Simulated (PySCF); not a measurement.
C$_{3}$H$_{7}$AlO$_{2}$, singlet, geometry from GFN2-xTB (such geometries of metal compounds can be far from the true shape). Base run: HF/6-31G, polarisability (PySCF).

The PySCF input:
```python
from pyscf import gto, scf
from pyscf.prop import polarizability

mol = gto.Mole()
mol.atom = '''
    Al    0.22802626    0.46448795    0.35833426
    C    -1.60028609    0.95936064   -0.22334597
    C    -2.34579765    0.17910071   -0.99240863
    H    -2.00589978    1.91211009    0.10363559
    H    -3.34504136    0.44913024   -1.31103781
    H    -1.98505753   -0.77664317   -1.34145455
    O     1.01812266    1.54547346    1.31214400
    H     1.51987135    2.12860418    1.86160046
    O     0.82232935   -0.98981412   -0.15401745
    C     1.27136298   -2.22489847   -0.61822315
    H     1.13962895   -2.29002897   -1.70194518
    H     2.33165781   -2.35598009   -0.38491508
    H     0.70520787   -3.03218742   -0.14537467
'''
mol.basis = '6-31g'
mol.verbose = 4
mol.build()

mf = scf.RHF(mol)
mf.kernel()
alpha = mf.Polarizability().polarizability()[2, 2]
print('alpha_zz =', alpha)
```

The base run was repeated with changes; each row names its change, and settings that it needs were set with it.

```tsv
change	alpha_zz (bohr³)	basis functions
base	41.90	72
functional = pbe0	45.36	72
finite field (a.u.) = 0.05; conv_tol = 1e-11	42.79	72
finite field (a.u.) = 2e-4; conv_tol = 1e-11	41.90	72
finite field (a.u.) = 0.001; conv_tol = 1e-6	41.94	72
functional = lda,vwn	48.14	72
finite field (a.u.) = 2e-4; conv_tol = 1e-6	43.12	72
basis = def2-SVP	45.30	123
functional = pbe	47.96	72
finite field (a.u.) = 0.001; conv_tol = 1e-11	41.90	72
basis = cc-pVDZ	[?]	123
finite field (a.u.) = 0.02; conv_tol = 1e-11	42.03	72
```

Task: Fill in the missing entries.

Result: 
- basis = cc-pVDZ, alpha_zz (bohr³): 46.89

Finite-field rows take the second difference of the energy in a field along z; a small field with loose convergence shows SCF noise divided by the square of the field, and a large one adds hyperpolarisability.
